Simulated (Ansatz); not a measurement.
A nudged elastic band was laid between two geometries of BClFH + H2S (7 atoms, charge 0, multiplicity 1).

Theory: RKS r2SCAN-D4/def2-SVP (Ansatz).

```json
{
  "movable images": "7",
  "climbing image": "yes",
  "spring": "5.0 eV/Å²",
  "optimiser": "quadratic models (default)",
  "start path": "through a guess of the saddle point",
  "force threshold": "0.03 eV/Å",
  "iteration limit": "60",
  "end points": "relaxed"
}
```

Image 0:

```xyz
7
Properties=species:S:1:pos:R:3
B 0.074 0.297 -0.052
H 0.370 0.769 1.010
F 1.001 0.011 -0.951
Cl -1.618 0.320 -0.594
S 0.067 -2.294 1.076
H -0.427 -2.777 -0.086
H -1.173 -2.077 1.565
```

Image 8:

```xyz
7
Properties=species:S:1:pos:R:3
B 0.062 -0.716 -0.596
H -0.471 0.462 2.322
F 1.099 0.099 -0.538
Cl -1.493 -0.061 -1.100
S 0.322 -2.448 -0.164
H -0.957 -2.825 -0.371
H -0.267 -0.263 2.414
```

What changes between the two ends?

Bonds broken: B1–H2, S5–H7. Bonds formed: B1–S5, H2–H7. BClFH + H2S becomes BClFHS + H2.

Give the energies along the band, and the barrier.

The forces met the threshold. The highest image is number 5 of 0 to 8, 0.99 eV above the first end and 1.37 eV above the last; the last end lies 0.38 eV below the first. A vibrational analysis at the climbing image gives one clearly imaginary mode, 873i cm⁻¹: a first-order saddle point. The orbitals stay closed-shell, which can raise the energy where a bond breaks towards radicals; this wasn't checked here.

| image | path coordinate (Å) | energy (eV) | B1–H2 (Å) | S5–H7 (Å) | B1–S5 (Å) |
| --- | --- | --- | --- | --- | --- |
| 0 | 0.00 | 0.00 | 1.20 | 1.35 | 2.83 |
| 1 | 0.67 | 0.01 | 1.20 | 1.35 | 2.86 |
| 2 | 1.34 | 0.02 | 1.20 | 1.35 | 2.89 |
| 3 | 2.01 | 0.06 | 1.20 | 1.35 | 2.78 |
| 4 | 2.68 | 0.33 | 1.21 | 1.36 | 2.55 |
| 5 | 3.36 | 0.99 | 1.33 | 1.66 | 2.06 |
| 6 | 4.10 | 0.10 | 2.01 | 2.31 | 1.84 |
| 7 | 4.84 | -0.33 | 2.65 | 2.87 | 1.81 |
| 8 | 5.58 | -0.38 | 3.19 | 3.43 | 1.80 |

What is the geometry of the highest image?


```xyz
7
Properties=species:S:1:pos:R:3
B -0.059 -0.274 0.041
H -0.335 0.050 1.305
F 1.109 0.292 -0.300
Cl -1.538 0.081 -0.911
S 0.263 -2.290 0.315
H -1.046 -2.614 0.229
H -0.101 -0.996 1.290
```

What are the harmonic wavenumbers there?

873i, 198, 271, 328, 395, 658, 730, 766, 916, 1197, 1230, 1272, 1685, 2091, 2704 cm⁻¹.

The run took 9.8 min on 2 threads of Arm Neoverse V2, with other jobs on the host, peak memory 0.15 GiB.
